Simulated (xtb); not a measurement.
F3Ga, charge +1, doublet, from a rough starting geometry (GFN-xTB shapes and energies of metal compounds can be far from the true ones) (a state made from the parent by changing its charge; the spin is typed, not shown lowest); GFN2-xTB (xtb).

The xtb input:
```
$ xtb mol.xyz --gfn 2 --chrg 1 --uhf 1 --opt vtight --json

# file mol.xyz
4

Ga    -0.01183288    -0.05597148     0.01591941
F     -1.48158241    -0.93630294     0.06381946
F      0.00305165     1.59198975    -0.67618574
F      1.43816505    -0.67618285     0.63252440
```

The log (banner, timings and long lists left out):

```
   ID    Z sym.   atoms
    1   31 Ga     1
    2    9 F      2-4

           -------------------------------------------------
          |                Calculation Setup                |
           -------------------------------------------------

           -------------------------------------------------
          |                 G F N 2 - x T B                 |
           -------------------------------------------------

          ...................................................
          :                      SETUP                      :
          :.................................................:
          :  # basis functions                  22          :
          :  # atomic orbitals                  21          :
          :  # shells                            9          :
          :  # electrons                        23          :
          :  max. iterations                   250          :
          :  Hamiltonian                  GFN2-xTB          :
          :  restarted?                      false          :
          :  GBSA solvation                  false          :
          :  PC potential                    false          :
          :  electronic temp.          300.0000000     K    :
          :  accuracy                    1.0000000          :
          :  -> integral cutoff          0.2500000E+02      :
          :  -> integral neglect         0.1000000E-07      :
          :  -> SCF convergence          0.1000000E-05 Eh   :
          :  -> wf. convergence          0.1000000E-03 e    :
          :  Broyden damping             0.4000000          :
          :  net charge                          1          :
          :  unpaired electrons                  1          :
          ...................................................

 iter      E             dE          RMSdq      gap      omega  full diag
   1    -14.8463485 -0.148463E+02  0.173E+01    4.18       0.0  T
   2    -14.7831824  0.631662E-01  0.105E+01    3.84       1.0  T
   3    -13.9285245  0.854658E+00  0.171E+01    1.80       1.0  T
   4    -14.6546624 -0.726138E+00  0.667E+00    3.72       1.0  T
   5    -14.8106238 -0.155961E+00  0.305E+00    4.10       1.0  T
   6    -14.7980401  0.125837E-01  0.368E+00    3.98       1.0  T
   7    -14.7694719  0.285682E-01  0.374E+00    4.00       1.0  T
   8    -14.7986201 -0.291482E-01  0.319E+00    4.07       1.0  T
   9    -14.8140674 -0.154474E-01  0.269E+00    4.07       1.0  T
  10    -14.8295008 -0.154334E-01  0.213E+00    4.09       1.0  T
  11    -14.8516571 -0.221563E-01  0.465E-01    4.11       1.0  T
  12    -14.8513457  0.311338E-03  0.405E-01    4.11       1.0  T
  13    -14.8510373  0.308467E-03  0.389E-01    4.10       1.0  T
  14    -14.8514779 -0.440698E-03  0.384E-01    4.09       1.0  T
  15    -14.8515725 -0.945035E-04  0.350E-01    4.09       1.0  T
  16    -14.8517362 -0.163714E-03  0.241E-01    4.09       1.0  T
  17    -14.8518520 -0.115832E-03  0.111E-01    4.09       1.0  T
  18    -14.8517981  0.538949E-04  0.120E-01    4.09       1.0  T
  19    -14.8518319 -0.337507E-04  0.910E-02    4.09       1.0  T
  20    -14.8518728 -0.409629E-04  0.419E-02    4.09       1.2  T
  21    -14.8518760 -0.314142E-05  0.198E-02    4.09       2.5  T
  22    -14.8518748  0.115472E-05  0.188E-02    4.09       2.7  T
  23    -14.8518765 -0.173255E-05  0.359E-03    4.09      13.9  T
  24    -14.8518766 -0.616707E-07  0.587E-04    4.09      85.2  T
  25    -14.8518766 -0.136800E-08  0.181E-04    4.09     276.9  T

   *** convergence criteria satisfied after 25 iterations ***

         :::::::::::::::::::::::::::::::::::::::::::::::::::::
         ::                     SUMMARY                     ::
         :::::::::::::::::::::::::::::::::::::::::::::::::::::
         :: total energy             -14.839596271551 Eh    ::
         :: gradient norm              0.032552663742 Eh/a0 ::
         :: HOMO-LUMO gap              4.094499420316 eV    ::
[...]
 * total energy  :   -14.8395963 Eh     change        0.7904788E-10 Eh
 * total energy  :   -14.8409119 Eh     change       -0.1315585E-02 Eh
 * total energy  :   -14.8430879 Eh     change       -0.2175996E-02 Eh
 * total energy  :   -14.8432619 Eh     change       -0.1740176E-03 Eh
 * total energy  :   -14.8432736 Eh     change       -0.1176074E-04 Eh
 * total energy  :   -14.8432749 Eh     change       -0.1316225E-05 Eh
 * total energy  :   -14.8432770 Eh     change       -0.2089339E-05 Eh
 * total energy  :   -14.8432781 Eh     change       -0.1111285E-05 Eh
 * total energy  :   -14.8432782 Eh     change       -0.7979670E-07 Eh
   *** GEOMETRY OPTIMIZATION CONVERGED AFTER 9 ITERATIONS ***
         :: total energy             -14.843278229051 Eh    ::
[...]
           -------------------------------------------------

    * Orbital Energies and Occupations

         #    Occupation            Energy/Eh            Energy/eV
      -------------------------------------------------------------
         1        2.0000           -1.1566392             -31.4738
         2        2.0000           -1.1447574             -31.1504
         3        2.0000           -1.1434769             -31.1156
         4        2.0000           -0.9245616             -25.1586
         5        2.0000           -0.8536110             -23.2279
         6        2.0000           -0.8531803             -23.2162
         7        1.9990           -0.8467744             -23.0419
         8        1.9987           -0.8465637             -23.0362
         9        1.9981           -0.8462167             -23.0267
        10        1.9232           -0.8426174             -22.9288
        11        1.8823           -0.8421688             -22.9166
        12        1.1988           -0.8389312             -22.8285 (HOMO)
        13                         -0.7116183             -19.3641 (LUMO)
        14                         -0.4290969             -11.6763
        15                         -0.3051309              -8.3030
        16                         -0.2922093              -7.9514
        17                         -0.2769947              -7.5374
        18                         -0.2720758              -7.4036
        19                         -0.0344478              -0.9374
        20                          0.5217181              14.1967
        21                          0.5559416              15.1279
      -------------------------------------------------------------
                  HL-Gap            0.1273129 Eh            3.4644 eV
             Fermi-level           -0.8077651 Eh          -21.9804 eV

     #   Z          covCN         q      C6AA      α(0)
     1  31 Ga       2.070     0.645   202.833    31.941
     2   9 F        0.690     0.119     8.427     3.427
     3   9 F        0.690     0.118     8.429     3.428
     4   9 F        0.690     0.118     8.427     3.427

 Mol. C6AA /au·bohr⁶  :        490.661935
 Mol. C8AA /au·bohr⁸  :      33397.145072
 Mol. α(0) /au        :         42.223233

Wiberg/Mayer (AO) data.
largest (>0.10) Wiberg bond orders for each atom

 ---------------------------------------------------------------------------
     #   Z sym  total        # sym  WBO       # sym  WBO       # sym  WBO
 ---------------------------------------------------------------------------
     1  31 Ga   3.095 --     2 F    1.038     4 F    1.035     3 F    1.022
     2   9 F    1.489 --     1 Ga   1.038     3 F    0.229     4 F    0.222
     3   9 F    1.482 --     1 Ga   1.022     4 F    0.231     2 F    0.229
     4   9 F    1.488 --     1 Ga   1.035     3 F    0.231     2 F    0.222
 ---------------------------------------------------------------------------

Topologies differ in total number of bonds
Writing topology from bond orders to xtbtopo.mol

molecular dipole:
                 x           y           z       tot (Debye)
 q only:       -0.028      -0.057       0.025
   full:       -0.033      -0.082       0.035       0.240
molecular quadrupole (traceless):
                xx          xy          yy          xz          yz          zz
 q only:        0.984       0.275       0.506       0.596      -1.048      -1.490
  q+dip:        0.558       0.160       0.303       0.342      -0.611      -0.861
   full:       -0.777      -0.208      -0.308      -0.442       0.728       1.085

optimized geometry written to: xtbopt.xyz

           -------------------------------------------------
          | TOTAL ENERGY              -14.843278229051 Eh   |
          | GRADIENT NORM               0.000085542668 Eh/α |
          | HOMO-LUMO GAP               3.464361189492 eV   |
           -------------------------------------------------

normal termination of xtb
```
